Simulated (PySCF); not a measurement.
AlH2, SMILES [AlH2+], charge +1.

Geometry: B3LYP-D3(BJ)/def2-TZVPD. The multiplicity is an assumed one; other spin states were not compared. The isomer is the one that the SMILES or the coordinates give; other isomers of the formula were not compared.

Lowest vertical singlet excitation by several levels in PySCF, with rough processor times relative to the cheapest run on one machine. Each run also gave further roots (ADC and EOM-CCSD ionised and attached states too); roots are paired by order and the bases differ. EOM-CCSD serves as a yardstick, not as the true value; all levels that ended soundly for this molecule are listed, with differences from unrounded values.

| level | relative cost |
|---|---|
| TDA-PBE/def2-TZVPD | 1 |
| EOM-CCSD/aug-cc-pVDZ | 1 |
| TDA-PBE0/def2-TZVPD | 1 |
| TDA-B3LYP/def2-TZVPD | 1 |
| ADC(3)/aug-cc-pVDZ | 9 |

Computed S1 at each level and its distance from EOM-CCSD:
```tsv
level	S1 (eV)	S1 minus EOM-CCSD (eV)
TDA-PBE/def2-TZVPD	6.08	-0.36
EOM-CCSD/aug-cc-pVDZ	6.43	0.00
TDA-PBE0/def2-TZVPD	6.38	-0.05
TDA-B3LYP/def2-TZVPD	6.30	-0.13
ADC(3)/aug-cc-pVDZ	6.26	-0.17
```
